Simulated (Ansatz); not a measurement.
The same path of ClH + F2GeH2 (7 atoms, charge 0, multiplicity 1) was run twice with different band settings. Lost on the way: Ge1–H2, Cl6–H7. Made: Ge1–Cl6, H2–H7.

Theory: RKS PBE/def2-SVP in Ansatz.

Relaxed end points:

```xyz
7
Properties=species:S:1:pos:R:3
Ge 0.279 0.160 0.032
H 0.843 0.485 1.426
F 1.605 -0.401 -0.958
H -0.512 1.196 -0.787
F -0.736 -1.289 0.189
Cl -2.643 0.388 1.868
H -2.146 -0.646 1.232
```

```xyz
7
Properties=species:S:1:pos:R:3
Ge -0.675 -0.412 -0.407
H 0.511 1.305 2.318
F 0.849 -1.039 0.149
H -0.576 1.097 -0.678
F -1.005 -1.270 -1.883
Cl -2.189 -0.943 1.017
H -0.224 1.157 2.486
```

Common settings: spring 5.0 eV/Å²; optimiser quadratic models (default); start path through a guess of the saddle point; force threshold 0.05 eV/Å; iteration limit 60; end points relaxed.

| run | movable images | climbing image |
| --- | --- | --- |
| 1 | 7 | yes |
| 2 | 1 | no |

(1) What does each run give, and how far can it be trusted?

## Answers

(1) Run 1: converged after 12 iterations, highest image 1.503 eV above the first end. A structure lower than the last end lies on the path between it and the top, so the climb from that side starts below the end, which may itself be a saddle point or a shallow side well. Neighbouring images differ by up to 1.3 eV, so the band resolves the path poorly. A vibrational analysis at the climbing image gives one clearly imaginary mode, 883i cm⁻¹: a first-order saddle point.
Run 2: converged after 19 iterations, highest image 0.000 eV above the first end. The highest image is an end point: on this band no image between the ends rises above it. So few images can step over the top or miss a turn of the path.
The orbitals stay closed-shell, which can raise the energy where a bond breaks towards radicals; this wasn't checked here.
